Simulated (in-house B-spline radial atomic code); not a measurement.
**Ni3+: [Ar] 3d7**

Level of theory: non-relativistic PBE0, spin-polarised, spherical fractional occupations, point nucleus; calculated with a radial B-spline atomic code at the basis-set limit.

Z_r = [3n² - l(l+1)]/(2<r>); Z_e = n√(-2ε); the last column is Slater's effective charge. Values are occupation-weighted means over spin.

```tsv
shell	electrons	ε (eV)	<r> (bohr)	Z_r	Z_e	Slater
1s	2	-8211.3	0.05483	27.36	24.57	27.70
2s	2	-1021	0.2479	24.20	17.33	23.85
2p	6	-895.39	0.2165	23.09	16.22	23.85
3s	2	-154.07	0.7444	18.14	10.10	16.75
3p	6	-114.9	0.7731	16.17	8.72	16.75
3d	7	-50.073	0.8894	11.81	5.76	7.90
```

The least bound orbital is 3d down at -44.51 eV, and it is also the most diffuse (<r> = 0.9206 bohr).

The density falls to 0.001 bohr⁻³ at 2.66 bohr; Σ<r²> = 12.989 bohr² gives, by the non-relativistic formula and without the paramagnetism of open shells, a Langevin diamagnetic susceptibility of -10.29×10⁻⁶ cm³/mol.

Caution: exact exchange at fractional occupations of open shells leaves self-interaction of up to several eV.
